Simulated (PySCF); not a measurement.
Run record: geometry optimisation, `CC(C[Se]C)(C)C`.

Computed with PBE0-D3(BJ)/def2-SVP geometry optimisation, gas phase (PySCF 2.14.0). Start geometry: GFN2-xTB. A driver script takes a list of jobs; this job's settings line and coordinates (Å) are shown.

Command:
```bash
OMP_NUM_THREADS=1 python probes_run.py task.json out
```

Input:
```
{"job": {"xc": "PBE0", "basis": "def2-SVP", "d3": "d3bj", "grid": 1, "shake": 0.01, "kind": "geom"}, "charge": 0, "multiplicity": 1}
C      3.467310    -0.133060     0.039100
Se     1.857030     0.231540    -1.045890
C      0.544770    -0.126310     0.394600
C     -0.866440     0.033560    -0.003340
C     -1.244110    -0.950110    -1.136710
C     -1.764700    -0.277220     1.227160
C     -1.159570     1.460560    -0.462410
H      3.437660    -1.127720     0.390710
H      3.471730     0.594840     0.888760
H      4.311540     0.039310    -0.591470
H      0.809040     0.565140     1.219780
H      0.771840    -1.144420     0.744050
H     -2.316300    -0.840680    -1.415470
H     -0.645080    -0.725680    -1.994500
H     -1.059030    -1.980830    -0.818100
H     -1.534880     0.416710     2.051830
H     -1.582910    -1.287530     1.573220
H     -2.824270    -0.176780     0.987710
H     -2.217360     1.576820    -0.731000
H     -0.954310     2.181490     0.329100
H     -0.573130     1.692670    -1.344280
```

Q: Give the output.

A: 
```
step   0  E = -2637.59555426  max force = 0.044311
step   1  E = -2637.60204916  max force = 0.009420
step   2  E = -2637.60242503  max force = 0.002211
step   3  E = -2637.60247200  max force = 0.000575
step   4  E = -2637.60248043  max force = 0.000405
optimisation converged
```

Energies in Eh; «max force» is the largest Cartesian gradient component in Eh/bohr.

Q: How much energy does the optimisation release, in kJ/mol?

A: E(step 0) − E(last step) = 0.006926 Eh, which is 18.2 kJ/mol.

Q: Give the first gradient maximum in eV/Å.

A: With 1 Eh/bohr = 51.422 eV/Å, 2.279 eV/Å.

Main results: final energy -2637.60248 Eh after 4 steps; dipole 1.40 D.

Q: Where do the atoms end?

A: 0.077 Å rms from the input after alignment:
```
atom  x, y, z in Å
C1     3.4313   -0.2381   -0.0848
Se2    1.8420    0.3423   -1.0343
C3     0.5855   -0.0817    0.4085
C4    -0.8913    0.0708    0.0220
C5    -1.2628   -0.9063   -1.0954
C6    -1.7223   -0.2512    1.2687
C7    -1.1850    1.5063   -0.4202
H8     3.3624   -1.3040    0.1720
H9     3.5824    0.3599    0.8247
H10    4.2852   -0.0866   -0.7587
H11    0.8201    0.5799    1.2580
H12    0.7874   -1.1194    0.7195
H13   -2.3340   -0.8260   -1.3386
H14   -0.6883   -0.7099   -2.0131
H15   -1.0616   -1.9467   -0.7941
H16   -1.4845    0.4361    2.0960
H17   -1.5364   -1.2797    1.6169
H18   -2.7985   -0.1586    1.0529
H19   -2.2541    1.6289   -0.6546
H20   -0.9262    2.2266    0.3720
H21   -0.6107    1.7806   -1.3188
```

The run took 95 s on one thread of an Arm Neoverse V1, shared host with 32 logical CPUs at a one-minute load of 11, and the process peaked at 0.80 GiB of memory.
Labels such as C1 count atoms from 1, the log's own numbers from 0.
